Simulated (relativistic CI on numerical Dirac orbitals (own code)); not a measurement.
## Co²⁺: L2,3 absorption edge

Computed with this model: Dirac-Coulomb-Breit CI, orbitals from a KLI potential per configuration, QED by a radiative potential, valence Slater integrals scaled by 0.8, multiplet model of core-to-valence dipole absorption; configurations [Ar] 3d7 → [He] 2s2 2p5 3s2 3p6 3d8; 300 K; Lorentzian 0.24 eV and Gaussian 0.3 eV FWHM. Energies are those of the free ion, without screening or charge transfer. The branching ratio is the share of the lower-energy edge in the whole absorption, uncertain by about 0.02 where the edges overlap. S is read from ⟨S²⟩ = S(S + 1).

Field parameters in Wybourne normalisation: D4h B²₀ = −7Ds, B⁴₀ = 21(Dq − Dt), B⁴₄ = 21√(5/14) Dq; Oh B⁴₀ = 21Dq, B⁴₄ = √(5/14) B⁴₀; Td as Oh with Dq negative (B⁴₀ = 21Dq, B⁴₄ = √(5/14) B⁴₀). The field is a parameter set, without covalency.

Peaks in eV (height, largest 100): 779.0 (29), 780.1 (87), 780.7 (100), 781.7 (84), 782.7 (23), 783.9 (13), 795.4 (37), 796.0 (30), 797.8 (7), 798.4 (6).

(1) Which surroundings give this spectrum?
A. D4h, 10Dq = 9750, Ds = -520, Dt = 590 cm⁻¹
B. Oh, 10Dq = 17450 cm⁻¹
C. Oh, 10Dq = 20400 cm⁻¹
D. Oh, 10Dq = 14800 cm⁻¹

## Answers

(1) A. D4h, 10Dq = 9750, Ds = -520, Dt = 590 cm⁻¹, where the ground state has S = 1.50.
